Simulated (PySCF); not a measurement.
An unknown is described by computed data only.

Formula: C4H5NOSi.

* Polarisability: 81.6 au [B3LYP/def2-SVPD]
* Rotational structure: rotational constants A, B, C: 2.705, 2.069, 1.188 GHz [GFN2-xTB]
* NMR, other nuclei: isotropic shieldings of nuclei other than C and H, by class: -61 (1 N), -481 (1 O), 426 (1 Si) ppm [GIAO PBE0/pcSseg-1]
* Triplet: lowest triplet excitation (Tamm–Dancoff): 2.28 eV [TDA B3LYP/def2-SVPD]
* UV, strongest line: among the 8 lowest singlet transitions: S2 at 5.08 eV (244 nm, f = 0.131) [TDDFT B3LYP/def2-SVPD]
* 13C NMR: chemical shifts (computed TMS as zero) by class: 225.8 (1 C), 147.2 (1 C), 127.5 (1 C), 123.9 (1 C) ppm [GIAO PBE0/pcSseg-1]
* UV, first state: lowest singlet excitation: 2.74 eV (453 nm, f = 0.001) [TDDFT B3LYP/def2-SVPD]
* Dipole: 1.47 D [B3LYP/def2-SVPD]

Gas-phase values; electronic properties from PySCF, density fitting. Levels stand in brackets. Isolated species at its GFN2-xTB geometry (one conformer only). NMR values are class means; diastereotopic atoms form classes of their own.

Question: Give a SMILES that accounts for the data.

Answer: Numbering: `[CH2:1]=[C:2]([C:3]#[N:4])[C:5](=[O:6])[SiH3:7]`. Its formula, C4H5NOSi, gives 4 degrees of unsaturation: 0 rings and 4 π bonds in the structure found. 4 carbons fall into 4 classes; from least to most shielded: carbonyl carbon [C5] (225.8 ppm), terminal =CH2 carbon [C1] (147.2 ppm), fully substituted alkene carbon [C2] (127.5 ppm), nitrile carbon [C3] (123.9 ppm). The other shieldings belong to: -61 ppm, nitrile nitrogen [N4]; -481 ppm, carbonyl oxygen [O6]; 426 ppm, SiH3 silicon [Si7]. S1 is mainly HOMO→LUMO (weight 0.98); the largest Löwdin shares of the orbital it empties are 0.52 on the carbonyl oxygen, 0.16 on the carbonyl carbon, 0.12 on the SiH3 silicon and 0.09 on the fully substituted alkene carbon, of the orbital it fills 0.28 on the terminal =CH2 carbon, 0.18 on the carbonyl carbon, 0.17 on the carbonyl oxygen and 0.17 on the fully substituted alkene carbon. The optimised geometry has point group Cs and is an asymmetric top. Structure: `C=C(C#N)C(=O)[SiH3]`. Computed isomers that give other values at the same levels: `C=C[Si@H](C#N)C=O` (rotational constant A: 2.290 GHz; this holds for the one conformer computed). The assignments are read from this structure; whether some other isomer fits the data as well wasn't checked.

Conformer computed: `[CH2:1]=[C:2]([C:3]#[N:4])[C:5](=[O:6])[SiH3:7]`: C1–C2–C5–O6 0°.
